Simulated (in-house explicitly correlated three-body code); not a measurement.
Computed with an exponentially correlated three-body code. Model: two electrons around a point charge, non-relativistic, variational in 260 exponentially correlated functions (energies converged to about 1e-7 hartree, or 1e-8 relative for large Z).

For two electrons in a singlet the Kohn-Sham orbital is the square root of half the density, so the exact Kohn-Sham potential and energy parts follow from the density alone, and exchange is minus half the Hartree energy. The Kohn-Sham level equals minus the binding energy of the second electron.

Command:
```bash
python run_hyl.py task.json out
```
Settings (lengths in bohr, energies in hartree):
```
Z                      0.975
interaction_strength   1
functions              260
states_tried           1
```

Run time, properties included: 7.8 s on 1 thread of Intel(R) Xeon(R) Platinum 8488C (Sapphire Rapids) (shared host).

**Ground state only, binding against the one-electron ion.**

Given: nuclear charge 0.975.

Computed: one-electron threshold -0.4753125 hartree.

```json
{"term": "1 1S", "energy (hartree)": "-0.494255713", "binding (eV)": "0.51547"}
```

**Converged states only, values per electron or pair.**

```json
{"term": "1 1S", "mean r (bohr)": "2.904", "mean r squared (bohr²)": "14.13", "mean inverse r (1/bohr)": "0.65643", "mean r12 (bohr)": "4.7588", "mean inverse r12 (1/bohr)": "0.29153", "mean cosine": "-0.10439", "mean p1 dot p2 (bohr⁻²)": "0.029453", "delta r1 (bohr⁻³)": "0.15053", "delta r12 (bohr⁻³)": "0.0022426"}
```

**Exact Kohn-Sham parts of the ground state from its density.**

Computed: total energy -0.494255713 hartree; Hartree energy 0.72334 hartree; exchange energy -0.36167 hartree; DFT correlation energy -0.042777 hartree; kinetic part of the DFT correlation energy 0.027367 hartree; potential part of the DFT correlation energy -0.070144 hartree; exact minus restricted Hartree-Fock -0.03998 hartree; Kohn-Sham level -0.51547 eV.

Question: What is the Kohn-Sham kinetic?

Answer: 0.46689 hartree.

Question: What is the restricted Hartree-Fock level?

Answer: -1.0191 eV.

**Functionals on the exact density and self-consistent, errors are functional minus exact, hybrids only self-consistent, a dash where a self-consistent run leaves the top level unbound.**

| result | exchange error (millihartree) | correlation error (millihartree) | functional driven error (millihartree) | self consistent total error (millihartree) | top level plus exact binding (eV) |
| --- | --- | --- | --- | --- | --- |
| OLYP | -15.247 | 13.829 | -1.4172 | - | - |
| SCAN | -12.399 | 13.53 | 1.1306 | - | - |
| r2SCAN | -12.399 | 13.53 | 1.1306 | - | - |
| M06-L | ? | ? | ? | - | - |
| PBE | -12.347 | 13.207 | 0.86052 | - | - |
| wB97X | - | - | - | -0.5946 | -0.59473 |
| TPSS | -13.096 | 11.445 | -1.6507 | - | - |
| revTPSS | ? | ? | ? | - | - |
| PBEsol | 6.6198 | 5.8173 | 12.437 | - | - |
| LDA PW92 | 40.576 | -27.108 | 13.467 | - | - |

Question: What belongs in the row M06-L?

Answer: exchange error (millihartree): -10.339; correlation error (millihartree): 13.381; functional driven error (millihartree): 3.0418.

Question: What belongs in the row revTPSS?

Answer: exchange error (millihartree): -11.793; correlation error (millihartree): 7.6291; functional driven error (millihartree): -4.1644.

The correlation energy of density-functional theory lies 2.8 millihartree below exact minus Hartree-Fock, because the Hartree-Fock density, unlike the exact one, minimises the Hartree-Fock energy.
